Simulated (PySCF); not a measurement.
C₆ coefficients of unlike pairs at UHF

Calculated with PySCF 2.14 from the dipole response of each species, C₆(A,B) = (3/π) ∫ α_A(iu) α_B(iu) du, in atomic units, from isotropic polarisabilities. For ions this is the dispersion term alone; charge-induced terms of lower order in 1/R come first.

| species | configuration | basis | relativity | α (bohr³) | C₆ (like pair) |
| --- | --- | --- | --- | --- | --- |
| Si³⁺ | [Ne] 3s1 (2S) | x2c-TZVPPall with one added diffuse shell each of s, p, d type (6s6p4d1f) | spin-free X2C | 7.925 | 15.81 |
| N²⁺ | [He] 2s2 2p1 (2P) | aug-cc-pVTZ-DK (5s4p3d2f) | spin-free X2C | 2.698 | 3.822 |
| Cd⁺ | [Kr] 4d10 5s1 (2S) | def2-TZVPPD with the def2 core potential (28 electrons) (6s4p3d2f1g) | core potential | 31.10 | 172.5 |
| V³⁺ | [Ar] 3d2 (3F) | aug-cc-pVTZ with one added diffuse shell each of s, p, d, f, g type (9s8p6d4f3g) | none | 2.073 | 5.272 |

Problem. Estimate C₆ for N²⁺ with Si³⁺.

Solution. The integral gives 7.276. The combination rule 2 C_A C_B / (C_A α_B/α_A + C_B α_A/α_B) gives 7.278 and the geometric mean 7.775.

No spin-orbit coupling is included.

The other pairs:

| pair | C₆ |
| --- | --- |
| Cd⁺, N²⁺ | 23.63 |
| Cd⁺, Si³⁺ | 51.56 |
| V³⁺, N²⁺ | 4.206 |
| V³⁺, Si³⁺ | 7.108 |
| V³⁺, Cd⁺ | 23.67 |
